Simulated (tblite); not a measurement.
Compound: C7H13BN (charge +1).
Bonds: C1–N2, N2–C3, N2–C4, N2–C5, C5–C6 (double), C6–C7, C7–C8 (double), C8–B9, C5–B9. Hydrogens: H10, H11, H12 on C1; H13, H14, H15 on C3; H16, H17, H18 on C4; H19 on C6; H20 on C7; H21 on C8; H22 on B9.
Bond orders are those of one Lewis drawing.

Computed with GFN2-xTB (tblite), gas phase: L-BFGS steps from a force-field or distance-geometry start until the largest atomic force falls under 0.01 eV/Å.

Step 131: E = -688.1790 eV
```
atom  x, y, z in Å  |  force x, y, z in eV/Å
C1     -1.5301   -0.7197    1.1036   -0.023  -0.003   0.023
N2     -0.8676    0.1941    0.1525   -0.049   0.004   0.005
C3     -1.5226    0.1022   -1.1689   -0.034   0.028   0.002
C4     -0.9824    1.5754    0.6654   -0.012   0.014   0.033
C5      0.5489   -0.1288   -0.0576   -0.051   0.061  -0.035
C6      1.1635   -1.2489    0.3304    0.009  -0.035  -0.015
C7      2.5718   -1.2593   -0.1501   -0.056   0.017   0.070
C8      2.8665   -0.1583   -0.8505    0.034   0.076  -0.070
B9      1.6153    0.7719   -0.8358    0.007   0.010   0.024
H10    -1.0153   -0.6899    2.0636   -0.004  -0.027  -0.035
H11    -2.5653   -0.4167    1.2562    0.015   0.057  -0.026
H12    -1.5375   -1.7414    0.7269    0.079   0.041  -0.032
H13    -1.4410   -0.9113   -1.5587    0.012  -0.004   0.024
H14    -2.5754    0.3675   -1.0903   -0.031   0.010   0.023
H15    -1.0370    0.7817   -1.8671   -0.003  -0.004  -0.009
H16    -0.4599    1.6575    1.6168    0.026   0.006   0.001
H17    -2.0274    1.8423    0.8162   -0.026  -0.062  -0.006
H18    -0.5469    2.2836   -0.0358    0.024  -0.052   0.008
H19     0.7665   -2.0772    0.8918    0.018  -0.023   0.020
H20     3.2274   -2.0820    0.0687    0.016  -0.067   0.025
H21     3.8362    0.0038   -1.2853    0.024   0.023   0.004
H22     1.5018    1.8729   -1.1935    0.027  -0.068  -0.034
```

Step 132: E = -688.1816 eV
```
atom  x, y, z in Å  |  force x, y, z in eV/Å
C1     -1.5374   -0.7374    1.0807   -0.034  -0.016   0.037
N2     -0.8684    0.1923    0.1499   -0.036   0.019   0.013
C3     -1.5184    0.1282   -1.1755   -0.044   0.028   0.016
C4     -0.9783    1.5648    0.6904    0.006   0.008   0.035
C5      0.5471   -0.1309   -0.0621   -0.013  -0.051   0.030
C6      1.1779   -1.2264    0.3751   -0.077  -0.027   0.002
C7      2.5790   -1.2466   -0.1252    0.009   0.132  -0.024
C8      2.8526   -0.1751   -0.8850   -0.001  -0.075   0.052
B9      1.5987    0.7514   -0.8825    0.003  -0.040   0.047
H10    -1.0379   -0.7116    2.0501   -0.021  -0.041  -0.070
H11    -2.5773   -0.4426    1.2211    0.031   0.045  -0.029
H12    -1.5310   -1.7570    0.6924    0.086   0.105  -0.005
H13    -1.4564   -0.8833   -1.5732    0.009  -0.015   0.016
H14    -2.5663    0.4156   -1.1001   -0.005   0.007   0.017
H15    -1.0113    0.8012   -1.8649   -0.024   0.005  -0.005
H16    -0.4603    1.6251    1.6468    0.016   0.000  -0.022
H17    -2.0234    1.8305    0.8421   -0.021  -0.044  -0.012
H18    -0.5347    2.2870    0.0069    0.005  -0.086   0.018
H19     0.7972   -2.0346    0.9851    0.066   0.118  -0.087
H20     3.2451   -2.0553    0.1239   -0.021   0.011  -0.002
H21     3.8140   -0.0236   -1.3405    0.035   0.011  -0.001
H22     1.4790    1.8475   -1.2568    0.030  -0.093  -0.023
```

Step 133: E = -688.1838 eV
```
atom  x, y, z in Å  |  force x, y, z in eV/Å
C1     -1.5373   -0.7391    1.0774   -0.035   0.020   0.033
N2     -0.8688    0.1923    0.1484   -0.032   0.022   0.015
C3     -1.5215    0.1329   -1.1760   -0.014   0.009   0.007
C4     -0.9786    1.5624    0.6940   -0.003  -0.003   0.025
C5      0.5469   -0.1300   -0.0640   -0.017  -0.044   0.026
C6      1.1793   -1.2226    0.3777   -0.051  -0.001  -0.023
C7      2.5806   -1.2447   -0.1212   -0.002   0.070   0.001
C8      2.8530   -0.1790   -0.8870    0.033  -0.002   0.011
B9      1.5990    0.7481   -0.8857    0.011  -0.031   0.018
H10    -1.0464   -0.7039    2.0494    0.002  -0.043  -0.029
H11    -2.5802   -0.4522    1.2086    0.018   0.043  -0.032
H12    -1.5170   -1.7588    0.6953    0.071   0.053  -0.031
H13    -1.4657   -0.8791   -1.5743    0.005  -0.004   0.022
H14    -2.5672    0.4265   -1.0981   -0.009   0.010   0.011
H15    -1.0100    0.8022   -1.8661   -0.035   0.007   0.000
H16    -0.4569    1.6202    1.6477    0.024   0.001   0.001
H17    -2.0240    1.8239    0.8510   -0.018  -0.030  -0.014
H18    -0.5380    2.2867    0.0120    0.006  -0.065   0.000
H19     0.8002   -2.0272    0.9885    0.033   0.050  -0.031
H20     3.2463   -2.0526    0.1313   -0.021   0.010   0.001
H21     3.8148   -0.0283   -1.3440    0.010   0.007   0.010
H22     1.4811    1.8415   -1.2665    0.024  -0.075  -0.020
```

Step 134: E = -688.1865 eV
```
atom  x, y, z in Å  |  force x, y, z in eV/Å
C1     -1.5386   -0.7464    1.0635   -0.004  -0.007   0.014
N2     -0.8713    0.1926    0.1427    0.015   0.007   0.038
C3     -1.5300    0.1467   -1.1783    0.000  -0.010   0.012
C4     -0.9760    1.5554    0.7058   -0.004  -0.019   0.019
C5      0.5444   -0.1302   -0.0724   -0.037  -0.027   0.028
C6      1.1846   -1.2080    0.3915   -0.028  -0.040   0.006
C7      2.5858   -1.2357   -0.1056   -0.012  -0.003   0.005
C8      2.8507   -0.1890   -0.8973    0.019   0.071   0.022
B9      1.5942    0.7367   -0.9033    0.034  -0.033  -0.032
H10    -1.0570   -0.7071    2.0394   -0.004  -0.037  -0.003
H11    -2.5847   -0.4674    1.1817    0.002   0.008  -0.018
H12    -1.4959   -1.7658    0.6806    0.025   0.072  -0.022
H13    -1.4954   -0.8678   -1.5727   -0.007  -0.006   0.007
H14    -2.5692    0.4621   -1.0952    0.011   0.007  -0.006
H15    -1.0043    0.8009   -1.8717   -0.048   0.031  -0.006
H16    -0.4457    1.6008    1.6553    0.016   0.003   0.013
H17    -2.0212    1.8115    0.8736    0.000  -0.002  -0.015
H18    -0.5372    2.2854    0.0300   -0.005  -0.033  -0.023
H19     0.8143   -2.0005    1.0202   -0.002   0.006   0.002
H20     3.2536   -2.0382    0.1621   -0.035   0.037   0.000
H21     3.8108   -0.0413   -1.3557    0.045   0.011  -0.021
H22     1.4777    1.8246   -1.2957    0.018  -0.035  -0.021
```

Problem. Estimate the geometry and energy of step 135. (The exact step hangs on the optimiser's Hessian estimate; all steps are aligned on step 134, rigid shifts and turns removed.)

Solution. E = -688.1873 eV, largest force 0.096 eV/Å
```
atom  x, y, z in Å  |  force x, y, z in eV/Å
C1     -1.5444   -0.7536    1.0519    0.007   0.011   0.009
N2     -0.8728    0.1925    0.1415    0.016   0.002   0.028
C3     -1.5308    0.1589   -1.1813    0.033  -0.018   0.022
C4     -0.9731    1.5494    0.7192    0.001  -0.015   0.009
C5      0.5428   -0.1309   -0.0731    0.012  -0.080   0.051
C6      1.1908   -1.1958    0.4133   -0.027   0.041  -0.043
C7      2.5896   -1.2278   -0.0930   -0.026   0.053  -0.055
C8      2.8469   -0.1967   -0.9097    0.043   0.028   0.046
B9      1.5890    0.7262   -0.9213    0.018  -0.048  -0.039
H10    -1.0761   -0.7103    2.0338   -0.010  -0.037   0.010
H11    -2.5955   -0.4852    1.1548    0.024  -0.002  -0.017
H12    -1.4816   -1.7709    0.6679    0.004   0.047  -0.026
H13    -1.5041   -0.8547   -1.5803   -0.005   0.011   0.015
H14    -2.5674    0.4814   -1.0964    0.005   0.014  -0.010
H15    -0.9984    0.8115   -1.8716   -0.062   0.025   0.009
H16    -0.4405    1.5829    1.6685    0.003   0.004   0.001
H17    -2.0178    1.8058    0.8909    0.011   0.005  -0.016
H18    -0.5314    2.2844    0.0503   -0.013  -0.030  -0.020
H19     0.8296   -1.9758    1.0631   -0.006   0.015  -0.010
H20     3.2585   -2.0256    0.1819   -0.007   0.020   0.016
H21     3.8038   -0.0548   -1.3822   -0.027  -0.013   0.028
H22     1.4722    1.8084   -1.3294    0.006  -0.034  -0.008
```

The energy changes by -0.0008 eV. The first-order estimate −F·Δx gives -0.0016 eV and the mean of the old and new forces, exact on a quadratic surface, -0.0007 eV. The step makes an angle of 86° with the force vector and moves no atom by more than 0.052 Å.

The cost below is that of the whole relaxation. The run took 2.2 s on one thread of an Arm Neoverse N1, shared host with 64 logical CPUs at a one-minute load of 19.
